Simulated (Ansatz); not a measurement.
Cartesian coordinates (Å):
SMILES: Nc1cccs1
```xyz
11

N      2.1300     0.0935     0.2489
C      0.7464     0.1484     0.1045
C     -0.1342    -0.8839    -0.0732
C     -1.4916    -0.4514    -0.0870
C     -1.6325     0.8911     0.0733
S     -0.0925     1.6610     0.2674
H      2.5276    -0.7825    -0.0565
H      2.6311     0.8756    -0.1456
H      0.1771    -1.9122    -0.1924
H     -2.3288    -1.1210    -0.2233
H     -2.5327     1.4814     0.0838
```
Charge 0, multiplicity 1.

Calculation: frozen-core CCSD(T)/cc-pVTZ // B3LYP-D3(BJ)/def2-TZVP (Ansatz, a quantum-chemistry and plane-wave program). The restricted HF reference is unstable towards unrestricted orbitals.

* **HF energy**: -606.42770 Ha
* **MP2 correlation energy**: -1.02181 Ha

Q: Estimate the CCSD correlation energy, the (T) correction, the total energy and the T1 diagnostic.

A: 
```yaml
CCSD correlation energy: -1.04742 Ha
"(T) correction": -0.05540 Ha
CCSD(T) total energy: -607.53051 Ha
T1 diagnostic: 0.013
```
